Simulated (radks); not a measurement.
Numerical settings for the neon ion Ne3+, [He] 2s2 2p3. Calculated with a radial shooting solver on a logarithmic mesh with Libxc functionals: Dirac Kohn-Sham, PBE, spin-unpolarised, spherical densities, finite nucleus; open shells fill j = l - 1/2 first; Fermi nuclear charge, rms radius 3.0055 fm. The defaults (mesh step 0.008 in ln r, mesh end at 40 bohr or more with all orbitals vanishing there, Anderson mixing 0.5 over 9 steps, residual threshold near 1e-9 with the energy settled to 1e-9 hartree or 1e-11 of itself, here a cap of 89 iterations) give E = -124.1251 hartree and 2p3/2 at -80.474 eV in 13 iterations. Run on one thread of a shared host, so times are rough (Arm Neoverse N1): 0.06 s of CPU time, 0.06 s wall, 13 iterations on 2189 mesh points. Changes against that run (0 stands for a change within the tolerance of the run):

setting,iterations,converged,E (mhartree),e(2p3/2) (meV),CPU (s)
mesh step in ln r 0.03,13,yes,0,0,0.03
mesh step in ln r 0.05,13,yes,-0.000269,0,0.02
mesh step in ln r 0.005,13,yes,0,0,0.09
mesh end (bohr) 3,13,yes,+4.21,+148,0.05
mesh end (bohr) 1,13,level above zero,+1.19e+04,+9.38e+04,0.04
residual threshold 0.001,8,yes,0,+0.0634,0.04
residual threshold 1e-05,8,yes,0,+0.0634,0.04
mixing 1.5,14,yes,0,0,0.06
"linear mixing, mixing 0.8",15,yes,0,0,0.06
"linear mixing, mixing 0.2",89,no,0,0,0.26
mixing history 20,16,yes,0,0,0.07
iteration cap 5,5,no,+0.00148,+47.8,0.02

Settled on a wrong energy, with an occupied level pushed above zero by the early mesh end: mesh end (bohr) 1 (+11.9 hartree). Apart from these: settings that end as converged yet miss the energy by more than 1 mhartree: mesh end (bohr) 3 (+0.00421 hartree). A mesh that ends early acts as a hard wall.
